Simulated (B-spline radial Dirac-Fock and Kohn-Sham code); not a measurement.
ΔSCF core binding energies without Breit or QED terms, calculated with a B-spline atomic structure program.

A sound run for the Pd³⁺ ion in the configuration [Kr] 4d7: The ground state converged in 10 iterations, with total energy -5042.28489 Ha, virial ratio 1.95723 and highest orbital energy -48.86 eV. ΔSCF binding energies: K (1s) 24475.2 eV, L3 (2p3/2) 3231.9 eV, M5 (3d5/2) 386.7 eV.

A second run, with one unsound setting: The ground state converged in 12 iterations, with total energy -6718.32721 Ha, virial ratio 1.17797 and highest orbital energy -31.64 eV. ΔSCF binding energies: K (1s) 12867.7 eV, L3 (2p3/2) 5148.7 eV, M5 (3d5/2) 165.9 eV.

```
iter   energy (Ha)        error
   1    -5812.58208114  2.67e+01
   2    -5642.22537305  2.16e+01
   3    -6692.99147234  1.67e+00
   4    -6716.58416890  1.13e+00
   5    -6717.94106046  3.08e-01
   6    -6718.29258915  6.67e-02
   7    -6718.32192642  3.02e-02
   8    -6718.32718867  1.66e-03
   9    -6718.32720889  4.39e-04
  12    -6718.32721062  1.07e-07
```

**Question.** Which fault fits the second run best?
A. speed of light below Z
B. too few quadrature points
C. damping too heavy
D. spline order too low

**Answer.** A. The input had c_factor = 0.1377: c_factor makes c so small that Zα exceeds 1, so any numbers that come out have no meaning.
